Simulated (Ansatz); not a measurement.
Ansatz (a quantum-chemistry and plane-wave program) input (B3LYP/6-31+G*): A basis named .json is the Basis Set Exchange file of that set (core-valence sets with the plain set on hydrogen).

Ansatz 0.2 input:
```yaml
crystal:
  periodic: [false, false, false]
  atoms:
    - {symbol: H, position_ang: [0.00000000, 0.00000000, 0.00000000]}
basis:
  gaussian:
    orbitals: 6-31+G_.json
hamiltonian:
  xc: {name: B3LYP}
magnetization: {spin_polarized: true, initial_magnetization: 1}
scf: {lower_state_search: full}
```

Output:

```
Functional definition: B3LYP
integrals: 0.00 GiB planned
3 factors; integrals over basis functions are off by at most 5.6e-7 eV
mean field: 0.04 GiB planned
mean field evaluation 1: about -13.6133 eV, gradient 2.1e-1 eV
mean field evaluation 2: about -13.6126 eV, gradient 2.0e-1 eV
mean field evaluation 4: about -13.6130 eV, gradient 4.6e-7 eV
mean field evaluation 8: about -13.6133 eV, gradient 2.1e-1 eV
mean field evaluation 16: about -13.6130 eV, gradient 2.3e-6 eV
mean field -13.61299040 eV, -0.5002681699 hartree, gradient 2.3e-6 eV, S^2 0.750000; 2 other end points of the search recorded, 0 dependent functions left out
reference -13.61311596 eV, -0.5002727842 hartree; 1, 0 occupied and 1, 2 virtual orbitals, 3 factors
Total energy: -13.61311596 eV, -0.5002727842 hartree
```
